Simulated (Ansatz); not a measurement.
Geometry optimisation, RKS PBE0/def2-SVP (Ansatz 0.2.0).

Input:

```yaml
crystal:
  periodic: [false, false, false]
  atoms:
    - { symbol: B, position_ang: [-0.6043, 2.02513, 0.43771] }
    - { symbol: C, position_ang: [-0.14763, 0.56618, 0.56688] }
    - { symbol: C, position_ang: [0.05218, -0.24797, -0.47881] }
    - { symbol: C, position_ang: [0.49887, -1.6692, -0.37193] }
    - { symbol: H, position_ang: [-0.80907, 2.47804, -0.62219] }
    - { symbol: H, position_ang: [-0.75189, 2.68754, 1.39136] }
    - { symbol: H, position_ang: [0.03129, 0.13588, 1.54862] }
    - { symbol: H, position_ang: [-0.11369, 0.12793, -1.48037] }
    - { symbol: H, position_ang: [-0.20807, -2.24269, 0.22782] }
    - { symbol: H, position_ang: [1.46521, -1.72433, 0.12966] }
    - { symbol: H, position_ang: [0.58709, -2.13652, -1.34874] }
basis:
  gaussian: { orbitals: def2-SVP }
hamiltonian:
  xc: pbe0
relax:
  f_tol: 0.02
  max_steps: 50
output:
  orbitals: {}
```

Launched with:

```bash
$ ansatz run input.yaml --threads 2 --pin off --max-ram 3072MiB --backend cpu --events-out ev --progress --plain --runs-dir out
```

Question: Where does it end, and by what steps?

Answer: It converged. After 17 steps the energy has fallen by 0.148 eV; H10 moved furthest, 0.79 Å.

```
step  energy less start (eV)  largest force component (eV/Å)  accepted
   0                  0.0000                           1.034       yes
   1                 -0.0635                           0.332       yes
   2                 -0.0706                           0.088       yes
   3                 -0.0711                           0.132       yes
   4                 -0.0700                           0.182        no
   5                 -0.0729                           0.041       yes
   6                 -0.0777                           0.047       yes
   7                 -0.0809                           0.062       yes
   8                 -0.0814                           0.682       yes
   9                 -0.1296                           0.219       yes
  10                 -0.1283                           0.594        no
  11                 -0.1415                           0.065       yes
  12                 -0.1376                           0.326        no
  13                 -0.1450                           0.023       yes
  14                 -0.1470                           0.026       yes
  15                 -0.1475                           0.064       yes
  16                 -0.1474                           0.060        no
  17                 -0.1477                           0.018       yes
```

```xyz
11
Properties=species:S:1:pos:R:3
B -0.628 2.009 0.429
C -0.308 0.521 0.615
C 0.169 -0.222 -0.411
C 0.525 -1.664 -0.370
H -0.457 2.518 -0.659
H -1.046 2.692 1.336
H -0.449 0.014 1.579
H 0.312 0.279 -1.379
H 0.357 -2.108 0.622
H 1.584 -1.808 -0.647
H -0.060 -2.230 -1.115
```

Whether the end is a true minimum wasn't checked by a vibrational analysis.

Time of the run: 20 s on 2 threads of Intel(R) Xeon(R) 6975P-C (Granite Rapids), with other jobs on the host, peak memory 0.17 GiB.
